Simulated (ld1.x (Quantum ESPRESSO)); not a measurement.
**antimony, TM: configuration errors across variants**

Sb (Z = 51), norm-conserving Troullier–Martins (Kleinman–Bylander form), made with ld1.x (Quantum ESPRESSO) 7.5 (PBEsol, scalar-relativistic). Core [Kr] 4d10, reference 5s2 5p3. Waves: 5p (bound): rc 2.60 bohr; 5d channel at -0.05 Ry: rc 2.35 bohr; 5s (bound): rc 1.50 bohr. Local part: the s channel. Core correction: Bessel-smoothed model core inside 0.70 bohr.

All-electron excitation energies from the reference (eV): (1) 5s2 5p2 8.344; (2) 5s2 5p1 24.356; (3) 5s2 5p0 48.800; (4) 5s1 5p4 8.142; (5) 5s2 5p3.3 -1.163; (6) 5s1 5p3 17.108; (7) 5s1 5p0 93.133.

5 further variants failed, have other tests or another functional or relativity, and are left out.

A true bound ghost makes a file unfit for plane-wave use even where its test errors are small: the radial tests pick states by their node count and pass the ghost by.

Errors AE − PS in meV (a dash: test not solved or not reliable):

| change | (1) | (2) | (3) | (4) | (5) | (6) | (7) | bound ghosts |
| --- | --- | --- | --- | --- | --- | --- | --- | --- |
| base | -5.6 | -36 | -131 | -17 | +0.2 | -30 | -482 | d |
| wave 5p (bound): rc 2.60 bohr becomes 5p (bound): rc 2.96 bohr | -6.7 | -47 | -180 | -9.0 | +0.2 | -22 | -587 | d |
| core correction Bessel-smoothed model core inside 1.12 bohr | -5.6 | -36 | -132 | -17 | +0.2 | -30 | -482 | d |
| wave 5s (bound): rc 1.50 bohr becomes 5s (bound): rc 1.76 bohr | -5.5 | -38 | -150 | -11 | +0.2 | -25 | -524 | d |
| wave 5d channel at -0.05 Ry: rc 2.35 bohr becomes 5d channel at -0.05 Ry: rc 2.84 bohr | -5.6 | -36 | -131 | -17 | +0.2 | -30 | -482 | none |
| wave 5d channel at -0.05 Ry: rc 2.35 bohr becomes 5d channel at 0.08 Ry: rc 2.35 bohr | -5.6 | -36 | -131 | -17 | +0.2 | -30 | -482 | d |

Q: Give the same row for: local potential all-electron potential smoothed inside 1.15 bohr (lloc = -2).

A: +5.3, +10, -176, -3.2, +0.7, +34, -584; bound ghosts: s.
